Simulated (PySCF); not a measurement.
C4H8OSi2.
Structure used (PBE0-D3(BJ)/def2-SVP), in Å, numbered top down from 1:
```
atom  x, y, z in Å
C1    -2.140   -0.751    0.931
C2    -2.283    0.697    0.564
O3    -3.315    1.314    0.698
Si4   -0.795    1.697   -0.183
C5     0.744    0.697   -0.189
C6     1.736   -0.022   -0.146
Si7    3.217   -1.106   -0.094
H8    -1.816   -1.329    0.050
H9    -3.092   -1.142    1.316
H10   -1.343   -0.867    1.683
H11   -1.159    2.074   -1.579
H12   -0.604    2.921    0.643
H13    2.778   -2.531   -0.115
H14    4.076   -0.830   -1.281
H15    3.982   -0.838    1.157
```

All values: B3LYP/def2-SVPD (PySCF, non-relativistic), on one gas-phase PBE0-D3(BJ)/def2-SVP geometry that isn't relaxed in the solvent. The solvent is an IEF-PCM continuum (van der Waals radii × 1.2), and excitations are vertical TDDFT with non-equilibrium linear response and a frozen core. The model holds no explicit solvent molecules, cavitation or dispersion.

Gas-phase singlets (H = HOMO, L = LUMO):

```tsv
state	E (eV)	λ (nm)	f	leading configuration
S1	3.524	352	0.001	H→L 93%
S2	4.992	248	0.003	H→L+2 80%
S3	5.074	244	0.120	H→L+1 85%
S4	5.488	226	0.004	H-1→L+1 79%
S5	5.594	222	0.048	H-1→L 69%
```

Task: What are the lowest 5 singlets in dichloromethane (ε = 8.93)?

Result: 
| state | E (eV) | λ (nm) | f | leading configuration | change by rank (eV) |
| --- | --- | --- | --- | --- | --- |
| S1 | 3.608 | 344 | 0.001 | H→L 94% | +0.084 |
| S2 | 5.105 | 243 | 0.007 | H→L+2 75% | +0.113 |
| S3 | 5.166 | 240 | 0.147 | H→L+1 81% | +0.092 |
| S4 | 5.514 | 225 | 0.012 | H-1→L+1 71% | +0.026 |
| S5 | 5.589 | 222 | 0.061 | H-1→L 64% | -0.005 |

Task: How does the list change in acetone (ε = 20.49)?

Result: 
```csv
state,E (eV),λ (nm),f,leading configuration,change by rank (eV)
S1,3.621,342,0.001,H→L 94%,+0.097
S2,5.119,242,0.006,H→L+2 75%,+0.127
S3,5.183,239,0.142,H→L+1 81%,+0.109
S4,5.519,225,0.012,H-1→L+1 70%,+0.031
S5,5.592,222,0.059,H-1→L 64%,-0.002
```

Task: The ground-state energy changes by -0.192 eV from gas to acetone. By how much does the total energy of gas-phase S1 change?

Result: E(S1) = E(S0) + excitation energy, so it changes by -0.192 + 0.097 = -0.095 eV: it is lowered less than the ground state, which is what a blue shift means. This is the vertical state, with the slow part of the continuum still set for S0.

Task: How do the frontier levels move from gas to acetone?

Result: 
```json
{"orbital": "LUMO+2", "gas (eV)": "-0.88", "solvent (eV)": "-0.78", "change (eV)": "+0.10", "Löwdin shares, gas": "C6 25 %, C5 25 %, Si7 14 %, Si4 8 %", "Löwdin shares, solvent": "C6 26 %, C5 26 %, Si7 14 %, Si4 9 %"}
{"orbital": "LUMO+1", "gas (eV)": "-1.13", "solvent (eV)": "-1.02", "change (eV)": "+0.11", "Löwdin shares, gas": "C5 28 %, C6 27 %, Si7 13 %, Si4 13 %", "Löwdin shares, solvent": "C5 28 %, C6 28 %, Si4 13 %, Si7 13 %"}
{"orbital": "LUMO", "gas (eV)": "-1.73", "solvent (eV)": "-1.68", "change (eV)": "+0.05", "Löwdin shares, gas": "C2 33 %, O3 26 %, Si4 13 %, C1 7 %", "Löwdin shares, solvent": "C2 35 %, O3 26 %, Si4 12 %, C1 7 %"}
{"orbital": "HOMO", "gas (eV)": "-6.84", "solvent (eV)": "-6.89", "change (eV)": "-0.05", "Löwdin shares, gas": "O3 49 %, C2 17 %, Si4 11 %, C1 10 %", "Löwdin shares, solvent": "O3 46 %, C2 17 %, Si4 11 %, C1 10 %"}
{"orbital": "HOMO-1", "gas (eV)": "-8.11", "solvent (eV)": "-8.03", "change (eV)": "+0.08", "Löwdin shares, gas": "C6 37 %, C5 36 %, Si4 7 %, Si7 7 %", "Löwdin shares, solvent": "C5 36 %, C6 36 %, Si7 7 %, Si4 7 %"}
{"orbital": "HOMO-2", "gas (eV)": "-8.37", "solvent (eV)": "-8.30", "change (eV)": "+0.07", "Löwdin shares, gas": "C5 37 %, C6 35 %, Si7 7 %, Si4 5 %", "Löwdin shares, solvent": "C5 36 %, C6 33 %, Si7 8 %, Si4 5 %"}
{"orbital": "HOMO-3", "gas (eV)": "-9.89", "solvent (eV)": "-9.78", "change (eV)": "+0.11", "Löwdin shares, gas": "Si4 23 %, O3 15 %, H12 14 %, H11 14 %", "Löwdin shares, solvent": "Si4 20 %, Si7 16 %, H15 12 %, H12 12 %"}
```

The HOMO–LUMO gap goes from 5.11 to 5.21 eV. Rows go by rank; for HOMO-3 the atom shares or the degeneracy differ between the runs, so the row needn't follow one orbital.
